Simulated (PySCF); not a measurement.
Calculation: PySCF with PBE-D3(BJ)/def2-TZVP // PBE0-D4/def2-TZVP. All species are isolated molecules in the gas phase. One relaxed conformer stands for a flexible species; it need not be the lowest. Excitations are Tamm–Dancoff values on a coarser integration grid. The basis has no diffuse functions, so Rydberg states are missing or too high.

Reference species (SMILES): `O[Si](O)(O)O` (neutral, multiplicity 1).

```
Item                   Result
-------------------  --------
T1 excitation (TDA)   6.80 eV
HOMO–LUMO gap         6.91 eV
LUMO                 -0.42 eV
HOMO                 -7.33 eV
```

Changed species: `O[Si](O)(Br)Br` (H–O–Si–Br torsion -66°, Br–Si–O–H torsion -46°) (2 of 4 Br replaced by OH; the reference has 4 of 4 Br replaced by OH).

### Question
Predict the effect on the T1 excitation (TDA), HOMO–LUMO gap, LUMO and HOMO.

### Answer
the T1 excitation (TDA) drops by 1.00 eV, to 5.80 eV; the HOMO–LUMO gap falls by 0.94 eV, to 5.97 eV; the LUMO decreases by 0.73 eV, to -1.15 eV; the HOMO rises by 0.21 eV, to -7.12 eV.
